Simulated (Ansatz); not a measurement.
Basis sets compared for Be₂S₂. Charge 0, multiplicity 1. Geometry PBE-D4/def2-TZVP. Ansatz on 2 threads of Arm Neoverse V2 on a shared host; times are rough, and most runs start from earlier orbitals.

```xyz
4

Be   -0.162   -0.387    0.878
Be    0.162    0.387   -0.878
S     1.254   -1.079   -0.244
S    -1.254    1.079    0.244
```

The structure comes from a short search, and lower isomers may exist.

Binding counts from free atoms (Be singlet, S triplet) in the same basis, without a counterpoise term.

| level | functions | energy (Eh) | HOMO (eV) | LUMO (eV) | binding per atom (eV) | wall time |
| --- | --- | --- | --- | --- | --- | --- |
| HF/6-31G | 44 | -824.3678 | -9.48 | -0.14 | 1.98 | 0.2 s |
| HF/def2-TZVP | 112 | -824.4862 | -9.30 | -0.26 | 2.29 | 0.45 s |
| PBE-D4/def2-SVP | 54 | -825.3079 | -5.77 | -3.65 | 3.29 | 0.45 s |
| PBE-D4/def2-TZVP (with forces) | 112 | -825.6244 | -5.80 | -3.56 | 3.34 | 1.1 s |
| r2SCAN-D4/def2-TZVP | 112 | -825.9546 | -6.02 | -3.16 | 3.34 | 1.9 s |
| PBE0-D4/def2-SVP | 54 | -825.3833 | -6.87 | -2.91 | 3.20 | 0.6 s |
| PBE0-D4/def2-TZVP | 112 | -825.6993 | -6.87 | -2.80 | 3.27 | 1.7 s |

(1) Estimate the rows for PBE-D4/def2-TZVPD, r2SCAN-D4/def2-TZVPD, PBE0-D4/def2-TZVPD.

Results:

(1) 
| level | functions | energy (Eh) | HOMO (eV) | LUMO (eV) | binding per atom (eV) | wall time |
| --- | --- | --- | --- | --- | --- | --- |
| PBE-D4/def2-TZVPD | 136 | -825.6269 | -5.87 | -3.60 | 3.35 | 1.2 s |
| r2SCAN-D4/def2-TZVPD | 136 | -825.9562 | -6.08 | -3.20 | 3.35 | 2.6 s |
| PBE0-D4/def2-TZVPD | 136 | -825.7013 | -6.93 | -2.84 | 3.28 | 1.4 s |
